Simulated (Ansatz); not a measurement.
Mulliken charges of CH$_{4}$AlB$_{2}$Cl, SMILES `Cl[B]1B[CH2][AlH]1` from B3LYP/def2-TZVPP in Ansatz (PBE0-D4/def2-TZVP geometry).

```csv
atom,x (Å),y (Å),z (Å),charge (e)
Cl1,-1.788,-2.634,0.361,-0.095
B2,-0.850,-1.190,0.371,0.067
B3,0.753,-0.754,0.147,-0.024
C4,0.795,0.523,-0.644,-0.304
Al5,-0.863,0.914,0.443,0.213
H6,1.699,-1.093,0.804,0.018
H7,1.684,1.078,-0.924,0.107
H8,-0.021,0.725,-1.394,0.116
H9,-1.320,2.384,0.818,-0.100
```

Q: By hand: the dipole of these point charges (1 e Å = 4.8032 D).

A: Σ q r = (0.010, 0.166, -0.051) e Å, of length 0.174 e Å = 0.84 D.

Q: How does the dipole of the full density compare? (An estimate is asked.)

A: Ansatz gave: (-0.067, 0.303, -0.048) e Å, 1.51 D; the point charges give 0.56 times that, at 18° from its direction.

Point charges leave out the atoms' own dipoles, such as those of lone pairs, and Mulliken's split depends on the basis, so the two needn't agree.

B3LYP here is the variant with VWN-RPA as its local correlation; programs differ in this.
